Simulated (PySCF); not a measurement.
CH₁₀O₂Si₃, SMILES C[Si@@H](O)[Si@H](O)[SiH3].

Coordinates come from a ωB97X-D3(BJ)/def2-SVP optimisation. The structure was generated by enumeration; whether it is a known compound was not checked. Other conformers were not sampled.

Two levels are set side by side: PBE/def2-TZVP (PySCF) and HF/def2-TZVP (PySCF). Same geometry, gas phase. Differences are taken from unrounded values.

```tsv
quantity	PBE
orbital gap (eV)	4.21
highest occupied level (eV)	-6.00
lowest empty level (eV)	-1.79
dipole moment (D)	0.86
```

Q: These are the PBE values. What does HF give? (An estimate is asked for; the answer gives what the named calculation found.)

A: 
```json
[
 {"quantity": "orbital gap (eV)", "HF": "12.09", "PBE minus HF": "-7.88"},
 {"quantity": "highest occupied level (eV)", "HF": "-9.89", "PBE minus HF": "3.89"},
 {"quantity": "lowest empty level (eV)", "HF": "2.20", "PBE minus HF": "-3.99"},
 {"quantity": "dipole moment (D)", "HF": "0.89", "PBE minus HF": "-0.03"}
]
```

Without exact exchange PBE keeps part of each electron's self-repulsion, which lifts occupied levels and narrows the gap. Differences between two approximate levels are no errors against the true value.

Rough cost on one machine, each run with all the roots and properties that it gave: HF against PBE about 1/8.
